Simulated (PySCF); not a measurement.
I3Sb, triplet (typed; the unrestricted solution is spin-contaminated), at the geometry of the source list (a higher spin typed on purpose: for a closed-shell molecule this is an excited state) (core potentials on I, Sb). Base run: PySCF with DF-HF/def2-SV(P).

The PySCF input:
```python
from pyscf import gto, scf

mol = gto.Mole()
mol.atom = '''
    Sb    0.00070000    0.00200000    0.99470000
    I    -1.87070000   -1.50500000   -0.33200000
    I    -0.36780000    2.37070000   -0.33110000
    I     2.23790000   -0.86770000   -0.33160000
'''
mol.basis = 'def2-sv(p)'
mol.ecp = {'I': 'def2-sv(p)', 'Sb': 'def2-sv(p)'}
mol.spin = 2
mol.verbose = 4
mol.build()

mf = scf.UHF(mol)
mf = mf.density_fit(auxbasis='def2-universal-jkfit')
mf.kernel()
```

Each row names what was changed in the base input (with any setting that the change needs).

```
change              basis functions       E (Eh)  HOMO (eV)  dipole (D)  core-seconds (rough)
------------------  ---------------  -----------  ---------  ----------  --------------------
base                            104  -1129.20583      -6.26        2.04                     9
basis = LANL2DZ                  32    -38.66175      -6.66        2.89                   0.9
basis = def2-SVP                104  -1129.20583      -6.26        2.04                    10
basis = def2-SVPD               ___          ___        ___         ___                    10
basis = def2-TZVP               200  -1129.24700      -6.22        1.70                    20
basis = def2-TZVPP              200  -1129.24700      -6.22        1.70                    20
basis = def2-TZVPD              ___          ___        ___         ___                    40
```

**Question.** What belongs in the gaps?

**Answer.** 
- basis = def2-SVPD, basis functions: 137
- basis = def2-SVPD, E (Eh): -1129.21278
- basis = def2-SVPD, HOMO (eV): -6.30
- basis = def2-SVPD, dipole (D): 1.58
- basis = def2-TZVPD, basis functions: 233
- basis = def2-TZVPD, E (Eh): -1129.24870
- basis = def2-TZVPD, HOMO (eV): -6.23
- basis = def2-TZVPD, dipole (D): 1.59

Totals compare only among sets that treat the same electrons; sets with core potentials leave the core out.

Open shells are given as the SCF converged; they aren't shown to be the lowest states, and a large step between rows can be another state.
